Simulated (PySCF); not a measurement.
## Spin-rotation constants: SMILES CC(C)(C)[O][AlH2], C4H11AlO

Geometry (Å), atoms numbered from 1 in this order:
```xyz
17

C    -1.205    0.503   -1.033
C    -0.580   -0.480   -0.043
C    -1.341   -0.455    1.282
C    -0.572   -1.892   -0.625
O     0.738   -0.090    0.202
Al    2.319    0.394    0.468
H    -2.250    0.239   -1.254
H    -0.640    0.501   -1.977
H    -1.182    1.523   -0.620
H    -0.871   -1.141    2.002
H    -1.326    0.560    1.709
H    -2.390   -0.758    1.146
H    -1.593   -2.249   -0.828
H    -0.004   -1.911   -1.568
H    -0.092   -2.590    0.079
H     2.678    1.934    0.357
H     3.404   -0.706    0.825
```

Theory: PySCF 2.14.0, GIAO CAM-B3LYP/pcSseg-1 magnetisability, rotational g tensor and spin-rotation constants, non-relativistic, gas phase. Geometry: PBE0-D3(BJ)/def2-SVP.

**Question.** Give the nuclear spin-rotation constants along the inertial axes (H = +C I·J) beside the isotropic shieldings.

**Answer.** Rotational constants 4.4080, 1.6438, 1.6227 GHz. A star marks the isotopologue with that one atom substituted, in its own axes.
```tsv
atom	isotope	Caa (kHz)	Cbb (kHz)	Ccc (kHz)	mean (kHz)	σ (ppm)
Al6	27Al	3.237	0.795	1.012	1.681	403.3
H7	1H	0.139	-0.181	-0.185	-0.076	30.2
H8	1H	-0.419	-0.184	0.030	-0.191	30.0
H9	1H	-0.416	-0.010	-0.137	-0.188	29.8
H10	1H	-0.420	-0.034	-0.116	-0.190	29.9
H11	1H	-0.417	-0.035	-0.116	-0.190	29.9
H12	1H	0.140	-0.193	-0.174	-0.076	30.2
H13	1H	0.140	-0.181	-0.185	-0.076	30.2
H14	1H	-0.420	-0.184	0.030	-0.191	30.0
H15	1H	-0.420	-0.008	-0.138	-0.189	29.8
H16	1H	-0.220	-0.006	-0.111	-0.112	26.9
H17	1H	-0.218	-0.007	-0.111	-0.112	26.9
C1	13C*	0.821	0.242	0.306	0.456	147.2
C2	13C*	0.767	0.424	0.412	0.535	111.1
O5	17O*	-0.900	-0.355	-0.142	-0.466	192.1
```
For the geometry as given, no vibrational averaging.

**Question.** How do the rotational constants and the g tensor change when H7, H8, H9, H10, H11, H12, H13, H14, H15, H16, H17 are replaced by deuterium?

**Answer.** Constants 3.2884, 1.3794, 1.3502 GHz; g -0.0221, -0.0068, -0.0126, against -0.0296, -0.0080, -0.0151 before.
